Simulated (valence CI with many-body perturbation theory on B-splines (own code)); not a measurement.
K14+: key properties

Level of theory: configuration interaction combined with many-body perturbation theory (CI+MBPT): three valence electrons over a frozen Dirac-Fock core [He], a basis of 11 s, 11 p, 9 d, 7 f, 5 g, 2 h, 1 i functions for each j, with the one-electron correlation potential Σ1, the two-electron term Σ2, the three-electron term Σ3, Breit, model QED; selected CI, second order for the rest (own B-spline code, finite nucleus).

No measured spectrum was set against this ion. As an estimate, levels of excited configurations hold to 0.05 to 0.15 % of their energy, terms of the ground configuration to about 0.5 %.

Rates and lifetimes use the calculated energies. Strong lines usually hold to 10 to 20 %, long lifetimes can be off by a factor of two.

(1) What is the ground level?

(2) Among levels below 582.23 eV, which E1 lines absorb most strongly from the ground level?

(3) How well does LS coupling describe the low levels?

(4) What are the static dipole polarisabilities of the lowest levels?

(5) Where does the other parity begin?

(6) What is the ionisation energy?

(7) How is the term 2P° of the ground level split?

## Answers

(1) 2s2 2p 2P°_1/2, composition 97 % 2s2 2p 2P° + 3 % 2p3 2P°, g = 0.663.

(2) to 2s2 3d 2D_3/2 at 2.418 nm, f = 0.652; to 2s 2p 3p 2D_3/2 at 2.315 nm, f = 0.218; to 2s 2p 3p 2P_1/2 at 2.344 nm, f = 0.0854.

(3) Among the lowest 20 levels the leading LS term, summed over configurations, holds 97 % on average. For single configurations the figures are 94 % in LS and 76 % in jj coupling. Terms mix most in the J = 1/2 level at 68.58 eV, where the leading one holds 73 %.

(4) 2s2 2p 2P°_1/2 0.0402; 2s2 2p 2P°_3/2 0.0403 (tensor 0.0035) bohr³, of which the core gives 7.31e-05.

(5) At 2s 2p2 4P_1/2, 30.76 eV.

(6) 860.94 eV; NIST lists 860.92 ± 0.25 eV (semi-empirical).

(7) J = 1/2 at 0.00, J = 3/2 at 3.60 eV.
